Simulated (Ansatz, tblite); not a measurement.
Cost and result up the ladder for the cluster GeF2 (3 atoms). The state is a singlet with charge 0. Geometry: PBE0-D4/def2-TZVP.

```tsv
atom	x (Å)	y (Å)	z (Å)
Ge1	0.2146	0.7305	-0.1114
F2	-0.8570	-0.3082	-1.0151
F3	0.6423	-0.4223	1.1265
```

Ansatz on 4 threads of Arm Neoverse V2 on a shared host; xTB runs through tblite on one thread. Times are rough, summed over both states, and most runs start from the orbitals of an earlier one. CCSD(T)/def2-TZVPP serves as the yardstick here, not as an exact answer. The other state is a doublet.

The xTB rows come from tblite. Correlated methods freeze 11 core orbitals; core or outer-core shells of Ge are correlated, in sets that lack core-valence functions. The structure comes from a short search, and lower isomers may exist.

Raw xTB energies of ions are shifted by several eV.

```csv
level,functions,wall time,vertical IE (eV),difference from CCSD(T)/def2-TZVPP (eV)
GFN2-xTB,17,0.002 s,17.54,5.89
GFN1-xTB,17,0.004 s,16.22,4.58
PBE-D4/def2-TZVP,110,1.4 s,11.41,-0.23
PBE0-D4/def2-TZVP,110,1.8 s,11.59,-0.05
r2SCAN-D4/def2-TZVP,110,3.1 s,11.52,-0.12
CCSD(T)/def2-TZVPP,110,10 s,11.64,0.00
```
